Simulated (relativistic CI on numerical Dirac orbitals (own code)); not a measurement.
**Electric-dipole lines of Pm19+**

Computed by Dirac-Coulomb-Breit CI, orbitals from a KLI potential per configuration, QED by a radiative potential, unscaled Slater integrals (own radial code, finite nucleus).

CI space (outside the closed core [Ar] 3d10): 4s2 4p6 4d6, 4s2 4p5 4d7, 4s2 4p6 4d5 4f, 4s2 4p4 4d8, 4s 4p6 4d7, 4s2 4p6 4d5 5s, 4p6 4d8, 4s 4p6 4d6 4f, 4s2 4p6 4d5 5p, 4s2 4p6 4d5 5d, 4s2 4p6 4d4 5s2, 4s2 4p4 4d7 5s, 4s2 4p6 4d5 6s, 4s 4p6 4d6 5s, 4s 4p6 4d5 5s2, 4p6 4d7 5s. Levels of other configurations are missing.

| λ vac (nm) | Lower | Upper | A (s⁻¹) | gf | Branching (%) |
| --- | --- | --- | --- | --- | --- |
| 10.232 | 4s2 4p6 4d6 1G_4 [6] | 4s2 4p5 4d7 3D°_3 [83] | 1.24e+10 | 1.37e-01 | 38.9 |
| 10.419 | 4s2 4p6 4d6 3G_5 [7] | 4s2 4p5 4d7 3F°_4 [81] | 3.41e+10 | 5.00e-01 | 88.3 |
| 10.455 | 4s2 4p6 4d6 1I_6 [22] | 4s2 4p6 4d5 4f 1H°_5 [115] | 3.25e+10 | 5.85e-01 | 88.0 |
| 10.486 | 4s2 4p6 4d6 1G_4 [6] | 4s2 4p5 4d7 3F°_3 [66] | 1.49e+10 | 1.71e-01 | 51.2 |
| 10.506 | 4s2 4p6 4d6 3H_6 [8] | 4s2 4p6 4d5 4f 7F°_5 [77] | 8.82e+09 | 1.61e-01 | 75.5 |
| 10.564 | 4s2 4p6 4d6 3H_6 [8] | 4s2 4p5 4d7 3H°_5 [69] | 1.28e+10 | 2.36e-01 | 70.4 |
| 10.573 | 4s2 4p6 4d6 5D_4 [1] | 4s2 4p5 4d7 3F°_4 [43] | 3.99e+09 | 6.01e-02 | 64.3 |
| 10.610 | 4s2 4p6 4d6 5D_4 [1] | 4s2 4p5 4d7 5D°_3 [42] | 2.62e+10 | 3.09e-01 | 83.3 |
| 10.628 | 4s2 4p6 4d6 3H_6 [8] | 4s2 4p5 4d7 1H°_5 [68] | 1.33e+10 | 2.47e-01 | 78.4 |
| 10.656 | 4s2 4p6 4d6 5D_3 [3] | 4s2 4p5 4d7 5P°_2 [53] | 2.20e+10 | 1.87e-01 | 85.9 |
| 10.692 | 4s2 4p6 4d6 3H_6 [8] | 4s2 4p5 4d7 3H°_6 [64] | 2.23e+10 | 4.98e-01 | 98.3 |
| 10.706 | 4s2 4p6 4d6 3H_5 [18] | 4s2 4p5 4d7 3F°_4 [90] | 1.76e+10 | 2.72e-01 | 69.4 |
| 10.725 | 4s2 4p6 4d6 3P_2 [2] | 4s2 4p5 4d7 5D°_1 [44] | 1.69e+10 | 8.74e-02 | 68.2 |
| 10.732 | 4s2 4p6 4d6 1I_6 [22] | 4s2 4p5 4d7 3I°_6 [95] | 1.15e+10 | 2.57e-01 | 95.8 |
| 10.746 | 4s2 4p6 4d6 1G_4 [6] | 4s2 4p5 4d7 3H°_4 [58] | 1.86e+10 | 2.90e-01 | 84.2 |
| 10.790 | 4s2 4p6 4d6 5D_4 [1] | 4s2 4p5 4d7 5D°_4 [39] | 1.62e+10 | 2.54e-01 | 96.4 |
| 10.796 | 4s2 4p6 4d6 5D_3 [3] | 4s2 4p5 4d7 5P°_3 [48] | 1.19e+10 | 1.46e-01 | 55.5 |
| 10.894 | 4s2 4p6 4d6 3P_2 [2] | 4s2 4p5 4d7 3P°_2 [40] | 1.84e+10 | 1.64e-01 | 89.8 |
| 10.946 | 4s2 4p6 4d6 3G_5 [7] | 4s2 4p5 4d7 3H°_5 [57] | 1.32e+10 | 2.61e-01 | 75.1 |
| 10.988 | 4s2 4p6 4d6 5D_4 [1] | 4s2 4p5 4d7 5F°_5 [36] | 7.96e+09 | 1.59e-01 | 95.3 |

Terms are leading LS components. Brackets give the number of a level in order of energy, since labels repeat. The list gives strong lines, with weight on those to low levels, without lines whose two gauges differ by over a factor of 2.5, among the lowest 200 of 2898 levels, so that lines to higher ones, which can be the strongest, are missing. Levels whose partners in the same complex of configurations lie outside the list can be far off, and so can their lines. Rates are taken at the computed energies, electric ones in the length gauge.

At this charge energies of transitions that change n are usually good to better than 1 %, and those within a shell (Δn = 0) to a few per cent. Terms inside the open d or f shell come out 10 to 20 % too wide with unscaled integrals.

LS names give the leading component of a level, which can be under half, so a name can repeat, a term be missing and a line seem to break the LS rules.
